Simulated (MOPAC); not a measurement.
Input for MOPAC: PM7 on C2H7BO (SMILES CBOC).

```
PM7 1SCF PRECISE CHARGE=0 THREADS=1
C2H7BO

C      1.40655598 1     0.19677189 1     0.31294887 1
B      0.54495082 1    -0.60651610 1    -0.72402954 1
O     -0.80591298 1    -0.60274527 1    -0.78933928 1
C     -1.63206124 1     0.15239826 1     0.09299302 1
H      1.95293785 1    -0.51156574 1     0.94667380 1
H      2.17960693 1     0.76910697 1    -0.20934943 1
H      0.85916951 1     0.87690819 1     0.96672599 1
H      1.07267593 1    -1.30418478 1    -1.54183341 1
H     -1.46560698 1    -0.13634446 1     1.13241477 1
H     -2.66674176 1    -0.05640870 1    -0.17283329 1
H     -1.44557406 1     1.22257974 1    -0.01437152 1
```

The log:

```
*******************************************************************************
 **                                                                           **
 **                              MOPAC v23.2.5                                **
 **                                                                           **
 *******************************************************************************
 ** MOPAC's Digital Object Identifier: https://doi.org/10.5281/zenodo.6511958 **
 **                                                                           **
 ** Please cite the open-source release paper for use of this MOPAC version:  **
 ** J. E. Moussa and J. J. P. Stewart (2026)                                  **
 ** MOPAC: An open-source semiempirical molecular orbital program             **
 ** J. Open Source Softw., 11(119), 8025, https://doi.org/10.21105/joss.08025 **
 *******************************************************************************

                              PM7 CALCULATION RESULTS

 *******************************************************************************
 *  PM7        - The PM7 Hamiltonian to be used
 *
 *
 *
 *                 CHARGE ON SYSTEM = 0
 *
 *
 *
 *  PRECISE    - TIGHTER CRITERIA TO BE USED
 *  1SCF       - DO 1 SCF AND THEN STOP
 *  THREADS=1  - MULTI-THREADING NOT USED
 *  T=         - A TIME OF 172800.0 SECONDS REQUESTED
 *  DUMP=N     - RESTART FILE WRITTEN EVERY 7200.0 SECONDS REQUESTED
 *******************************************************************************
PM7 1SCF PRECISE CHARGE=0 THREADS=1
 C2H7BO

   ATOM   CHEMICAL          X               Y               Z
  NUMBER   SYMBOL      (ANGSTROMS)     (ANGSTROMS)     (ANGSTROMS)

     1       C          1.40655598  *   0.19677189  *   0.31294887  *
     2       B          0.54495082  *  -0.60651610  *  -0.72402954  *
     3       O         -0.80591298  *  -0.60274527  *  -0.78933928  *
     4       C         -1.63206124  *   0.15239826  *   0.09299302  *
     5       H          1.95293785  *  -0.51156574  *   0.94667380  *
     6       H          2.17960693  *   0.76910697  *  -0.20934943  *
     7       H          0.85916951  *   0.87690819  *   0.96672599  *
     8       H          1.07267593  *  -1.30418478  *  -1.54183341  *
     9       H         -1.46560698  *  -0.13634446  *   1.13241477  *
    10       H         -2.66674176  *  -0.05640870  *  -0.17283329  *
    11       H         -1.44557406  *   1.22257974  *  -0.01437152  *



          CARTESIAN COORDINATES

    NO.       ATOM           X           Y           Z

     1         C          1.4066      0.1968      0.3129
     2         B          0.5450     -0.6065     -0.7240
     3         O         -0.8059     -0.6027     -0.7893
     4         C         -1.6321      0.1524      0.0930
     5         H          1.9529     -0.5116      0.9467
     6         H          2.1796      0.7691     -0.2093
     7         H          0.8592      0.8769      0.9667
     8         H          1.0727     -1.3042     -1.5418
     9         H         -1.4656     -0.1363      1.1324
    10         H         -2.6667     -0.0564     -0.1728
    11         H         -1.4456      1.2226     -0.0144

 General Reference for PM7:
 "Optimization of Parameters for Semiempirical Methods VI: More Modifications to the
 NDDO Approximations and Re-optimization of Parameters", J. J. P. Stewart, J. Mol. Mod., 1:32, 19 (2013)
 https://link.springer.com/article/10.1007/s00894-012-1667-x

           Empirical Formula: C2 H7 O B  =    11 atoms



      MOLECULAR POINT GROUP   :   Cs


      RHF CALCULATION, NO. OF DOUBLY OCCUPIED LEVELS = 12


 -------------------------------------------------------------------------------
 PM7 1SCF PRECISE CHARGE=0 THREADS=1
 C2H7BO



     1SCF WAS SPECIFIED, SO BFGS WAS NOT USED
     SCF FIELD WAS ACHIEVED


                              PM7 CALCULATION
                                                       MOPAC v23.2.5 Linux




          FINAL HEAT OF FORMATION =        -73.81785 KCAL/MOL =    -308.85388 KJ/MOL


          COSMO AREA              =        106.53 SQUARE ANGSTROMS
          COSMO VOLUME            =         90.98 CUBIC ANGSTROMS

          IONIZATION POTENTIAL    =         10.674705 EV
          HOMO LUMO ENERGIES (EV) =        -10.675  0.206
          NO. OF FILLED LEVELS    =         12
          MOLECULAR WEIGHT        =         57.8867         POINT GROUP:  Cs

          MOLECULAR DIMENSIONS (Angstroms)

            Atom       Atom       Distance
            H    10    H     6     4.91629
            H     8    H     7     3.32819
            H    11    H     5     2.36553


          SCF CALCULATIONS        =          1





   ATOM   CHEMICAL          X               Y               Z
  NUMBER   SYMBOL      (ANGSTROMS)     (ANGSTROMS)     (ANGSTROMS)

     1       C          1.40655598  *   0.19677189  *   0.31294887  *
     2       B          0.54495082  *  -0.60651610  *  -0.72402954  *
     3       O         -0.80591298  *  -0.60274527  *  -0.78933928  *
     4       C         -1.63206124  *   0.15239826  *   0.09299302  *
     5       H          1.95293785  *  -0.51156574  *   0.94667380  *
     6       H          2.17960693  *   0.76910697  *  -0.20934943  *
     7       H          0.85916951  *   0.87690819  *   0.96672599  *
     8       H          1.07267593  *  -1.30418478  *  -1.54183341  *
     9       H         -1.46560698  *  -0.13634446  *   1.13241477  *
    10       H         -2.66674176  *  -0.05640870  *  -0.17283329  *
    11       H         -1.44557406  *   1.22257974  *  -0.01437152  *

                             CARTESIAN COORDINATES

   1    C        1.406555980     0.196771890     0.312948870
   2    B        0.544950820    -0.606516100    -0.724029540
   3    O       -0.805912980    -0.602745270    -0.789339280
   4    C       -1.632061240     0.152398260     0.092993020
   5    H        1.952937850    -0.511565740     0.946673800
   6    H        2.179606930     0.769106970    -0.209349430
   7    H        0.859169510     0.876908190     0.966725990
   8    H        1.072675930    -1.304184780    -1.541833410
   9    H       -1.465606980    -0.136344460     1.132414770
  10    H       -2.666741760    -0.056408700    -0.172833290
  11    H       -1.445574060     1.222579740    -0.014371520


           Empirical Formula: C2 H7 O B  =    11 atoms



      MOLECULAR POINT GROUP   :   Cs


                  EIGENVALUES
 -29.55018 -24.74355 -24.09079 -17.33477 -15.64532 -15.44399 -14.15769 -13.51846
 -12.86367 -11.85857 -11.33864 -10.67471   0.20581   2.01567   3.62245   4.17029
   5.41662   5.44380   5.87821   5.99427   6.05119   6.40444   7.27815


              NET ATOMIC CHARGES AND DIPOLE CONTRIBUTIONS

  ATOM NO.   TYPE          CHARGE      No. of ELECS.   s-Pop       p-Pop
    1          C          -0.586766        4.5868     1.05461     3.53215
    2          B           0.199377        2.8006     0.75790     2.04272
    3          O          -0.380720        6.3807     1.79128     4.58944
    4          C          -0.168075        4.1681     1.07695     3.09113
    5          H           0.159709        0.8403     0.84029
    6          H           0.158269        0.8417     0.84173
    7          H           0.144276        0.8557     0.85572
    8          H           0.081075        0.9189     0.91892
    9          H           0.126638        0.8734     0.87336
   10          H           0.139267        0.8607     0.86073
   11          H           0.126949        0.8731     0.87305
 DIPOLE           X         Y         Z       TOTAL
 POINT-CHG.    -0.040     0.761     0.994     1.252
 HYBRID        -0.167     0.282     0.353     0.482
 SUM           -0.206     1.043     1.347     1.716


          ATOMIC ORBITAL ELECTRON POPULATIONS

     Atom    s        px        py        pz
    1  C   1.05461   1.19201   1.16782   1.17233
    2  B   0.75790   0.68738   0.60928   0.74606
    3  O   1.79128   1.42894   1.60387   1.55663
    4  C   1.07695   1.01883   1.05226   1.02003
    5  H   0.84029
    6  H   0.84173
    7  H   0.85572
    8  H   0.91892
    9  H   0.87336
   10  H   0.86073
   11  H   0.87305

 **********************
 *                    *
 * JOB ENDED NORMALLY *
 *                    *
 **********************




 == MOPAC DONE ==
```

The run finished.

Cost: very roughly 0.03 core-seconds.
